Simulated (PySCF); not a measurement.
PySCF input file for C₃H₄, SMILES C1=CC1, SMD-PBE0/6-31G*. The structure is a stationary point at B3LYP-D3(BJ)/def2-TZVP.

```python
import numpy as np
from pyscf import gto, scf, dft
from pyscf.solvent import smd

mol = gto.M(
    atom='''
    C    -0.00000000   -0.64338264   -0.49964373
    C    -0.00000000    0.64338263   -0.49964373
    C     0.00000000   -0.00000000    0.86092137
    H     0.00000001   -1.57172758   -1.04156394
    H     0.00000001    1.57172758   -1.04156395
    H     0.91149703    0.00000001    1.45666222
    H    -0.91149704    0.00000001    1.45666221
    ''',
    basis='6-31G*',
    charge=0,
    spin=0,
    max_memory=1600,
    verbose=3,
)
mf = dft.RKS(mol, xc='pbe0').density_fit(auxbasis='def2-universal-jkfit')
mf.grids.level = 3
mf.conv_tol = 1e-9
mf.max_cycle = 100
mf.kernel()
res = {}
for name in ['water', 'ethylethanoate', 'diethylether']:
    s = mf.SMD()
    s.with_solvent.solvent, s.with_solvent.sasa_ng = name, 302
    s.kernel(mf.make_rdm1())
    res[name] = (s.e_tot, s.with_solvent.get_cds(), s.dip_moment(), s.mo_energy, s.converged)
    print(f'SMD {name}: dG(solv) = {(s.e_tot - mf.e_tot) * 627.509474:.3f} kcal/mol, of which CDS {res[name][1] * 627.509474:.3f}')
```

Program output:

```
converged SCF energy = -116.471046205663
converged SCF energy = -116.471527986685
Dipole moment(X, Y, Z, Debye):  0.00000,  0.00000, -0.69034
SMD water: dG(solv) = -0.302 kcal/mol, of which CDS 2.055
converged SCF energy = -116.476112527194
Dipole moment(X, Y, Z, Debye):  0.00000, -0.00000, -0.65028
SMD ethylethanoate: dG(solv) = -3.179 kcal/mol, of which CDS -1.381
converged SCF energy = -116.476337204875
Dipole moment(X, Y, Z, Debye):  0.00000, -0.00000, -0.63482
SMD diethylether: dG(solv) = -3.320 kcal/mol, of which CDS -1.738
```

The run converged.
